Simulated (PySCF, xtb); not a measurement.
Al(F)(Br)(OMe) (CH₃AlBrFO), SMILES C[O][Al]([F])[Br].

xtb 6.7.1 with GFN2-xTB at its own geometry gives an orbital gap of 4.15 eV and a dipole moment of 4.08 D.

Geometry: B3LYP-D3(BJ)/def2-SVP. The structure was generated by enumeration; whether it is a known compound was not checked. The values are those of a single conformer.

Task: What does PySCF with M06-2X/def2-TZVP give? (The exact figures need the calculation; the answer reports its results.)

Result: gap 9.59 eV (levels -10.12 and -0.52 eV), dipole 2.14 D.
